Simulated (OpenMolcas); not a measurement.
Ti3+: moving the ligands

Ti3+ with 6 ligands (fluoride) in octahedral coordination (Oh) at 1.98 Å. A charge of +0.5 e stands 2.6 Å behind each ligand. Ligand basis ANO-RCC-VDZP.
```
Ti    0.0000    0.0000    0.0000
F     1.9800    0.0000    0.0000
F     0.0000    1.9800    0.0000
F    -1.9800    0.0000    0.0000
F     0.0000   -1.9800    0.0000
F     0.0000    0.0000    1.9800
F     0.0000    0.0000   -1.9800
```

* Program: OpenMolcas
* Method: SS-CASPT2, IPEA 0.25 Eh, imaginary shift 0.1 Eh (closed shells correlated: 3s 3p and the ligand valence shells)
* Basis: ANO-RCC-VTZP [6s5p3d2f1g]
* Scalar Hamiltonian: DKH2, point nucleus
* Active space: 1 electron in 5 orbitals (3d)
* State averaging: 2S+1 = 2 even, 5 roots
* Spin-orbit coupling: RASSI with atomic mean-field integrals over the reference wave functions

Runs around this geometry, states (labels of O, the rotations of Oh). Energies in cm-1 above the lowest state or level, χT in cm3 K/mol; under a threefold ground state the first gap can be a small split of the lowest multiplet, not the spin-orbit step; 10Dq is the gap between the two states.

| R (Å) | Ground state | First state of that spin | 10Dq | First gap with spin-orbit (degeneracies) | χT at 300 K |
| --- | --- | --- | --- | --- | --- |
| 1.85 | 2T2 | 2E 22390 | 22391 | 220 (4, 2) | 0.441 |
| 1.98 | 2T2 | 2E 16040 | 16045 | 220 (4, 2) | 0.447 |
| 2.04 | 2T2 | 2E 13840 | 13840 | 220 (4, 2) | 0.449 |

Taking |10Dq| as R^-n, n = -ln(13840 / 22391) / ln(2.04 / 1.85) = 4.9 between the shortest and longest distance. The point-charge formula for a cubic d site gives n = 5.

Roots that are degenerate in the reference are averaged as groups; the widest CASPT2 spread within a group is 48 cm-1 (the 3-fold group of multiplicity 2 near 0 cm-1 above the lowest state of its run, R = 1.85). Shifts and gaps below about the spread of the groups concerned are not significant. Over all roots computed the reference weight is 0.72 in R = 1.85, 0.72 in R = 1.98, 0.72 in R = 2.04; a low but even weight reflects the number of correlated electrons. An orbital triplet at a regular site is open to Jahn-Teller coupling, which can distort the site and quench the lowest spin-orbit gaps and is left out. Ligand-to-metal charge-transfer states are missing. With one d shell and no ligand orbital active, 10Dq can be off by a tenth or more. Free-ion shares, where given, are those of the reference states; single-state CASPT2 does not remix them (holds for R = 2.04). No measured value stands beside these numbers; the geometry was imposed, not optimised, and the real ion may take another.
